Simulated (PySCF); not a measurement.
Compound: TeBr₄.
Structure used (PBE0-D3(BJ)/def2-SVP), in Å, numbered top down from 1:
```xyz
5
TeBr4 angstrom
Te    -0.2858   -0.5526   -0.0188
Br    -0.3720   -0.6126    2.6091
Br    -0.3036   -0.5890   -2.6490
Br     2.1811   -0.1459    0.0158
Br    -1.1448    1.7897   -0.0192
```

Method: PBE0-D3(BJ)/def2-SVP geometry optimisation, gas phase, def2 core potentials past Kr (PySCF).

(1) Which atoms are bound to Te1, and at what distances?

(2) List the angles at Te1.

(3) What is the shape at Te1?

(4) What are the rotational constants (commonest isotopes, rigid rotor)?

## Answers

(1) 4 atoms: Br5 2.495 Å, Br4 2.500 Å, Br2 2.630 Å, Br3 2.631 Å.

(2) 
```
      angle  degrees  distance of the outer atoms (Å)
Br2–Te1–Br3    176.9                             5.26
Br4–Te1–Br5    100.8                             3.85
Br3–Te1–Br4     91.3                             3.67
Br2–Te1–Br4     91.3                             3.67
Br3–Te1–Br5     90.6                             3.64
Br2–Te1–Br5     90.6                             3.64
```

(3) Seesaw-shaped: angles from 90.6° to 176.9°; τ4 = (360° − α − β)/141° = 0.58 with α and β the two widest (0 for a square, 1 for a tetrahedron). The Te–Br distances aren't all alike: 2.495 to 2.631 Å. Differences among atoms that C2v makes equivalent are scatter left by the optimiser.

(4) A = 590.8, B = 371.0, C = 301.6 MHz: an asymmetric top.

Point group: C2v (every atom within 0.08 Å of its image). Charge 0, singlet. Not checked by PBE0-D3(BJ)/def2-SVP frequencies.
